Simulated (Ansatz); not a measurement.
Relaxation of AlH8NOSi (12 atoms, charge 0, multiplicity 1), to a largest force component of 0.03 eV/Å in at most 50 steps.

Method: RKS PBE-D4/6-31G* in Ansatz 0.2.0.

```xyz
12
Properties=species:S:1:pos:R:3:forces:R:3
Al -0.293 -0.239 0.066 0.09 0.26 -0.26
H -0.463 -0.178 1.629 -0.12 -0.33 0.37
O 1.187 -0.853 -0.546 0.01 0.00 0.00
Si 2.481 -1.534 -1.316 -0.01 -0.01 0.01
H 2.037 -2.643 -2.229 0.00 0.01 0.00
H 3.207 -0.508 -2.137 0.00 0.01 0.00
H 3.448 -2.110 -0.321 0.00 0.01 0.00
H -1.441 0.177 -0.964 -0.01 0.00 0.00
N 0.184 2.569 1.313 -0.14 -0.71 0.06
H 1.101 2.507 0.860 0.00 0.00 0.00
H -0.523 2.812 0.612 0.00 0.01 0.00
H -0.053 1.645 1.736 0.18 0.76 -0.17
```

Where does it end, and by what steps?

It converged. The force dipped under the threshold on the way, but the program's further checks kept it going. After 25 steps the energy has fallen by 1.270 eV; N9 moved furthest, 0.82 Å. Joined: Al1–N9 (3.11 → 2.08 Å).

```csv
step,energy less start (eV),largest force component (eV/Å),accepted
0,0.0000,0.763,yes
1,-0.0799,0.907,yes
2,-0.1288,1.325,yes
3,-0.1934,0.307,yes
4,-0.2879,1.060,yes
5,-0.3877,1.100,yes
6,-0.5684,1.787,yes
7,-0.8892,1.878,yes
8,-1.1405,1.807,yes
9,-1.1142,2.117,no
10,-1.2499,0.160,yes
11,-1.2562,0.094,yes
12,-1.2603,0.106,yes
13,-1.2624,0.065,yes
14,-1.2638,0.082,yes
15,-1.2652,0.078,yes
16,-1.2667,0.074,yes
17,-1.2673,0.056,yes
18,-1.2681,0.037,yes
19,-1.2685,0.004,yes
20,-1.2687,0.064,yes
21,-1.2690,0.046,yes
22,-1.2694,0.005,yes
23,-1.2698,0.023,yes
24,-1.2698,0.049,yes
25,-1.2701,0.025,yes
```

```xyz
12
Properties=species:S:1:pos:R:3
Al -0.213 -0.054 0.304
H -0.352 -0.746 1.755
O 1.348 -0.233 -0.498
Si 2.389 -1.276 -1.229
H 1.743 -2.066 -2.341
H 3.540 -0.511 -1.834
H 2.980 -2.274 -0.263
H -1.500 0.075 -0.660
N 0.157 1.925 0.812
H 1.157 2.062 0.609
H -0.374 2.597 0.245
H -0.003 2.144 1.802
```

Whether the end is a true minimum wasn't checked by a vibrational analysis.

Time of the run: 54 s on 2 threads of AMD EPYC 7R43 64-Core Processor (Zen 3), with other jobs on the host, peak memory 0.17 GiB.
